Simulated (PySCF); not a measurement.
Ba (barium, neutral) across methods

[Xe] 6s2, closed-shell 1S. Computed with PySCF 2.14 in aug-cc-pVTZ-X2C (9s8p6d3f, 84 functions), with scalar relativity by spin-free X2C-1e.

| method | E (hartree) | mean ε 5s (eV) | mean ε 5p (eV) | mean ε 6s (eV) | Σ⟨r²⟩ (bohr²) | ⟨S²⟩ |
| --- | --- | --- | --- | --- | --- | --- |
| PBE | -8134.31 | -33.667 | -18.780 | -3.220 | 96.90 | 0.000 |
| r2SCAN0 | -8134.71 | -37.174 | -20.907 | -3.708 | 98.76 | 0.000 |
| UHF | -8131.63435 | -43.627 | -24.472 | -4.438 | 103.6 | 0.000 |
| M06-L | -8134.54 | -34.095 | -18.903 | -3.231 | 96.30 | 0.000 |
| M06 | -8134.90 | -35.789 | -20.005 | -3.739 | 93.90 | 0.000 |
| r2SCAN | -8134.73 | -34.795 | -19.496 | -3.257 | 98.89 | 0.000 |
| PBE0 | -8134.39 | -36.436 | -20.458 | -3.692 | 97.55 | 0.000 |

Task: Estimate the same row for LDA.

Result: E (hartree) = -8127.71; mean ε 5s (eV) = -33.814; mean ε 5p (eV) = -18.861; mean ε 6s (eV) = -3.337; Σ⟨r²⟩ (bohr²) = 95.52; ⟨S²⟩ = 0.000.

Spin-orbit coupling, which splits the p, d and f shells strongly at this Z, is absent.
